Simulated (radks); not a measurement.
Spin polarisation of the 4p1 shell in neutral gallium. Start: [Ar] 3d10 4s2 4p(up 0.5, down 0.5); electrons of 4p are moved from spin down to spin up, other shells keep equal spins. Calculated with a radial shooting solver on a logarithmic mesh with Libxc functionals: non-relativistic Kohn-Sham, PBE, spin-polarised, spherical densities, point nucleus.

| moment (Bohr magnetons) | E - E(0) (eV) | e(4p up) (eV) | e(4p down) (eV) | 4s down minus up (eV) |
|---|---|---|---|---|
| 0 | 0.000 | -2.616 | -2.616 | 0.000 |
| 0.25 | -0.011 | -2.702 | -2.521 | 0.174 |
| 0.5 | -0.045 | -2.779 | -2.414 | 0.349 |
| 0.75 | -0.103 | -2.847 | -2.295 | 0.524 |
| 1 | -0.184 | -2.907 | -2.150 | 0.701 |

At moment 1 the spin-polarisation energy is -0.184 eV and the 4p exchange splitting 0.757 eV, that is 0.757 eV per Bohr magneton; E = -I m^2/4 would give I = 0.737 eV.
